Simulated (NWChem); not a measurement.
System: BH, singlet; SMILES [BH]

```xyz
2

B      0.0000     0.0000     0.2379
H      0.0000     0.0000    -1.0144
```
Atoms are numbered in this order, from 1.

Low-valent species are run as closed-shell singlets; no triplet was tried in these runs. Structure relaxed at the PBE0/def2-SVP level.

 States above −ε(HOMO) = 6.6 eV lie in this functional's continuum and hang on the basis.

**Question.** List the 4 lowest vertical singlet excitations from B3LYP/aug-cc-pVDZ, TDA (NWChem).

**Answer.** 
```
state  energy (eV)  oscillator strength  leading excitation (squared amplitude)
-----  -----------  -------------------  --------------------------------------
S1            2.88                0.039                      HOMO → LUMO (0.98)
S2            2.88                0.039                    HOMO → LUMO+1 (0.98)
S3            5.79                0.114                    HOMO → LUMO+2 (0.99)
S4            6.75                0.014                    HOMO → LUMO+4 (0.99)
```
